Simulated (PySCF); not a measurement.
A geometry optimisation, step by step.

Ti(SH)4 (singlet state).
Bonds: Ti1–S2, Ti1–S4, Ti1–S6, Ti1–S8. Hydrogens: H3 on S2; H5 on S4; H7 on S6; H9 on S8.

Method: PySCF, PBE0-D3(BJ)/def2-SVP geometry optimisation, gas phase; density fitting, grid level 1; the optimiser is geomeTRIC in internal coordinates, started from a GFN2-xTB structure with every atom displaced at random (about 0.03 Å). The frame can shift and turn from step to step; on so coarse a grid that alone can change the energy by a few meV, and forces under 0.02 eV/Å are noise.

Step 0: E = -66489.1196 eV, largest atomic force 1.860 eV/Å
```
atom  x, y, z in Å  |  force x, y, z in eV/Å
Ti1     0.068   -0.089    0.019    0.090   1.795  -0.480
S2     -0.006   -0.113    2.292   -0.327  -0.727  -0.194
H3      0.393    1.157    2.374    0.264   0.569  -0.083
S4      2.249    0.073   -0.816   -1.023   0.195   0.172
H5      2.407   -1.200   -0.415    0.095  -0.360   0.147
S6     -1.126    1.891   -0.661    0.736  -1.122   0.702
H7     -0.715    1.708   -1.933    0.037  -0.089  -0.166
S8     -0.981   -1.873   -0.826   -1.132  -0.142   0.662
H9     -2.156   -1.624   -0.060    1.260  -0.119  -0.762
```

Step 1: E = -66489.3948 eV, largest atomic force 0.443 eV/Å
```
atom  x, y, z in Å  |  force x, y, z in eV/Å
Ti1     0.047   -0.045    0.009   -0.016   0.432  -0.096
S2     -0.029   -0.117    2.262   -0.106  -0.079   0.128
H3      0.446    1.153    2.324    0.066  -0.039  -0.073
S4      2.155    0.092   -0.807   -0.076  -0.064  -0.039
H5      2.330   -1.185   -0.374    0.007   0.035   0.039
S6     -1.074    1.836   -0.593    0.103  -0.022   0.149
H7     -0.700    1.629   -1.881   -0.014  -0.068  -0.025
S8     -0.969   -1.857   -0.844    0.159  -0.303  -0.155
H9     -2.073   -1.574   -0.120   -0.123   0.109   0.072
```

Step 2: E = -66489.4190 eV, largest atomic force 0.212 eV/Å
```
atom  x, y, z in Å  |  force x, y, z in eV/Å
Ti1     0.038   -0.025    0.003   -0.031  -0.059   0.042
S2     -0.046   -0.129    2.258   -0.055  -0.029   0.047
H3      0.506    1.112    2.300    0.049  -0.047  -0.036
S4      2.138    0.093   -0.807    0.060  -0.037  -0.066
H5      2.317   -1.166   -0.326    0.004   0.039   0.034
S6     -1.059    1.848   -0.573   -0.056   0.205   0.005
H7     -0.730    1.597   -1.867   -0.023  -0.046   0.003
S8     -0.957   -1.861   -0.856    0.103  -0.088  -0.039
H9     -2.074   -1.538   -0.159   -0.052   0.062   0.009
```

Step 3: E = -66489.4404 eV, largest atomic force 0.290 eV/Å
```
atom  x, y, z in Å  |  force x, y, z in eV/Å
Ti1     0.023   -0.003   -0.002   -0.076  -0.270   0.073
S2     -0.069   -0.154    2.252    0.027   0.015  -0.067
H3      0.631    1.012    2.264    0.022  -0.032   0.018
S4      2.125    0.081   -0.805    0.072   0.001  -0.022
H5      2.314   -1.130   -0.219    0.010   0.024   0.023
S6     -1.050    1.892   -0.553   -0.053   0.104  -0.075
H7     -0.815    1.556   -1.851   -0.028   0.004   0.029
S8     -0.945   -1.860   -0.871    0.041   0.154   0.052
H9     -2.081   -1.463   -0.240   -0.014   0.000  -0.029
```

Step 4: E = -66489.4492 eV, largest atomic force 0.188 eV/Å
```
atom  x, y, z in Å  |  force x, y, z in eV/Å
Ti1     0.014    0.004   -0.003   -0.031  -0.182   0.038
S2     -0.069   -0.175    2.246    0.053   0.020  -0.051
H3      0.725    0.929    2.247    0.008  -0.018   0.035
S4      2.123    0.072   -0.799    0.029   0.012   0.012
H5      2.326   -1.097   -0.135    0.012   0.009   0.013
S6     -1.048    1.914   -0.548   -0.028   0.006  -0.066
H7     -0.884    1.528   -1.843   -0.022   0.021   0.018
S8     -0.952   -1.843   -0.885   -0.034   0.160   0.042
H9     -2.101   -1.401   -0.305    0.012  -0.028  -0.040
```

Step 5: E = -66489.4565 eV, largest atomic force 0.098 eV/Å
```
atom  x, y, z in Å  |  force x, y, z in eV/Å
Ti1     0.008    0.004   -0.003    0.035  -0.002   0.003
S2     -0.051   -0.202    2.241    0.046   0.011  -0.003
H3      0.832    0.833    2.244   -0.005  -0.006   0.030
S4      2.126    0.062   -0.786   -0.019   0.009   0.028
H5      2.349   -1.055   -0.045    0.007  -0.004   0.000
S6     -1.048    1.926   -0.548    0.004  -0.066  -0.027
H7     -0.966    1.496   -1.836   -0.010   0.022   0.004
S8     -0.979   -1.808   -0.909   -0.073   0.065  -0.008
H9     -2.138   -1.325   -0.385    0.015  -0.029  -0.026
```

Step 6: E = -66489.4591 eV, largest atomic force 0.082 eV/Å
```
atom  x, y, z in Å  |  force x, y, z in eV/Å
Ti1     0.010    0.001   -0.001    0.043   0.070  -0.002
S2     -0.029   -0.220    2.243    0.019  -0.001   0.013
H3      0.877    0.793    2.259   -0.007  -0.002   0.013
S4      2.130    0.059   -0.777   -0.026   0.001   0.014
H5      2.364   -1.040   -0.013    0.000  -0.005  -0.005
S6     -1.050    1.922   -0.546    0.015  -0.055   0.004
H7     -1.001    1.486   -1.833   -0.003   0.012  -0.001
S8     -1.003   -1.780   -0.931   -0.045  -0.010  -0.026
H9     -2.165   -1.289   -0.426    0.005  -0.011  -0.010
```

Step 7: E = -66489.4597 eV, largest atomic force 0.042 eV/Å
```
atom  x, y, z in Å  |  force x, y, z in eV/Å
Ti1     0.013   -0.001    0.001    0.016   0.039   0.004
S2     -0.018   -0.230    2.246    0.001  -0.006   0.005
H3      0.881    0.789    2.274   -0.002  -0.002   0.002
S4      2.132    0.061   -0.775   -0.011  -0.001  -0.002
H5      2.367   -1.044   -0.019   -0.003  -0.002  -0.005
S6     -1.050    1.917   -0.540    0.007  -0.015   0.012
H7     -1.005    1.490   -1.829    0.000   0.004   0.001
S8     -1.013   -1.769   -0.945   -0.005  -0.019  -0.015
H9     -2.176   -1.283   -0.438   -0.004   0.002  -0.003
```

Step 8: E = -66489.4598 eV, largest atomic force under 0.02 eV/Å
```
atom  x, y, z in Å  |  force x, y, z in eV/Å
Ti1     0.015   -0.001    0.003   -0.002   0.002   0.004
S2     -0.013   -0.237    2.248   -0.003  -0.006   0.000
H3      0.880    0.787    2.281    0.000  -0.003  -0.001
S4      2.131    0.062   -0.777    0.003   0.000  -0.007
H5      2.365   -1.048   -0.029   -0.003   0.000  -0.005
S6     -1.049    1.917   -0.531   -0.001   0.006   0.008
H7     -1.005    1.496   -1.823    0.001   0.003   0.003
S8     -1.014   -1.764   -0.952    0.009  -0.006  -0.001
H9     -2.178   -1.281   -0.445   -0.003   0.003  -0.002
```

**Question.** Summarise the path.

**Answer.** The energy falls by 7.84 kcal/mol from step 0 to step 8; nine tenths of that is first reached at step 3. It falls at every step. The largest force goes from 1.860 to under 0.02 eV/Å. Among the bonds Ti1–S6 changes most, from 2.410 to 2.257 Å; the atoms move by 0.325 Å rms after alignment.

**Question.** Follow the three bonds and two angles with the largest change from start to end.

**Answer.** 
```csv
step,E above end (kcal/mol),largest force (eV/Å),Ti1–S6 (Å),Ti1–S4 (Å),S8–H9 (Å),Ti1–S2–H3 (°),Ti1–S8–H9 (°)
0,7.84,1.860,2.410,2.342,1.424,92.4,92.5
1,1.50,0.443,2.270,2.265,1.351,90.2,89.8
2,0.94,0.212,2.246,2.254,1.355,88.5,88.5
3,0.45,0.290,2.247,2.252,1.359,86.0,86.5
4,0.24,0.188,2.253,2.255,1.361,85.1,86.0
5,0.08,0.098,2.260,2.258,1.361,85.2,86.2
6,0.02,0.082,2.261,2.259,1.359,85.8,86.8
7,0.00,0.042,2.259,2.257,1.359,86.3,87.3
8,0.00,under 0.02,2.257,2.256,1.358,86.4,87.4
```

The cost below is that of the whole optimisation. Time: 66 s wall; peak memory 0.52 GiB. Hardware: one thread of an AMD EPYC 7B13 (shared host).
